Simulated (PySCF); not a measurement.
# XPS shifts beside NMR shieldings

C5H13NOSi.
Z-matrix (Å and degrees, PBE0-D3(BJ)/def2-SVP geometry), rows numbered from 1:
```
C 
O   1  1.3965
Si  2  1.6704  1  124.04
N   3  1.7117  2  111.29  1   172.40
C   4  1.4634  3  123.62  2   -81.23
C   5  1.5317  4  104.54  3   170.03
C   6  1.5251  5  103.42  4    24.69
C   4  1.4564  3  124.95  2    88.41
H   1  1.1013  2  109.06  3  -173.73
H   1  1.1067  2  112.26  3    67.06
H   1  1.1073  2  112.33  3   -54.43
H   3  1.4954  2  109.31  1   -68.00
H   3  1.4974  2  107.78  1    52.79
H   5  1.1060  4  110.72  3   -70.28
H   5  1.1039  4  112.47  3    49.36
H   6  1.0997  5  112.65  4   147.91
H   6  1.1022  5  109.94  4   -92.28
H   7  1.1026  6  110.33  5    78.23
H   7  1.0999  6  113.54  5  -160.32
H   8  1.1090  4  112.33  3   -75.63
H   8  1.1023  4  111.20  3    44.43
```

Binding energies: delta-SCF UKS SCAN, pcX-2 on the ionised atom, pcseg-1 elsewhere, spin-free X2C in PySCF. Shieldings: GIAO PBE0/pcSseg-1, non-relativistic, same geometry.

```json
{"atom": "C1", "C 1s (eV)": "292.13"}
{"atom": "C5", "C 1s (eV)": "291.21"}
{"atom": "C6", "C 1s (eV)": "290.56"}
```

Question: What are the absolute isotropic shieldings of these atoms?

Answer: 
```json
{"atom": "C6", "environment": "ring CH2 carbon", "C 1s (eV)": "290.56", "isotropic shielding (ppm)": "153.9"}
{"atom": "C5", "environment": "sp3 carbon bound to nitrogen", "C 1s (eV)": "291.21", "isotropic shielding (ppm)": "135.6"}
{"atom": "C1", "environment": "methoxy carbon", "C 1s (eV)": "292.13", "isotropic shielding (ppm)": "134.5"}
```

Question: Among the listed atoms, is the one with the highest binding energy also the least shielded?

Answer: Yes: C1 has both (292.13 eV, 134.5 ppm).

By binding energy: C6 < C5 < C1. By shielding: C1 < C5 < C6.

Of atoms equivalent by bonding only the ionised one is listed; its partners' own values can differ in this conformer. The structure is a single PBE0-D3(BJ)/def2-SVP conformer in the gas phase; no vibrational or solvent corrections.
